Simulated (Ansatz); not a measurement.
The same bond dissociation along the group F, Cl, Br.

Program: Ansatz. Geometries: PBE0-D4/def2-TZVP. ΔE: electronic, gas phase. CCSD(T)/CBS is the MP2 limit (def2-TZVPP, def2-QZVPP) plus CCSD(T) − MP2 in def2-TZVPP, frozen cores. This one scheme is used for every species, atoms too. DFT in def2-TZVPP. Open shells (•) are unrestricted, without spin–orbit coupling. Spin–orbit coupling would lower the free atoms: a little for Cl, F; clearly for Br. Bonds to Br, Se are less sure, by a few kJ/mol each and by 10 to 20 or more in all where they break to atoms, as the def2 sets lack core-valence functions. Scalar relativity is left out up to krypton. Each species was taken in one conformer, which may not be the lowest.

| reaction | CCSD/CBS(def2) (kcal/mol) | B2PLYP (kcal/mol) | revPBE-D4 (kcal/mol) |
| --- | --- | --- | --- |
| `F[SiH2][SeH]` → F• + `[SiH2][SeH]`• | 152.5 | 150.2 | 144.4 |
| `Cl[SiH2][SeH]` → Cl• + `[SiH2][SeH]`• | 107.9 | 104.8 | 103.3 |
| `[SeH][SiH2]Br` → Br• + `[SiH2][SeH]`• | 96.7 | 92.3 | 90.8 |

Q: Give the CCSD(T)/CBS values in the same order. (Estimate.)

A: The calculation gave: 154.6, 110.0, 98.8 kcal/mol.

Largest T1 diagnostic: 0.014, for `[SiH2][SeH]`•.
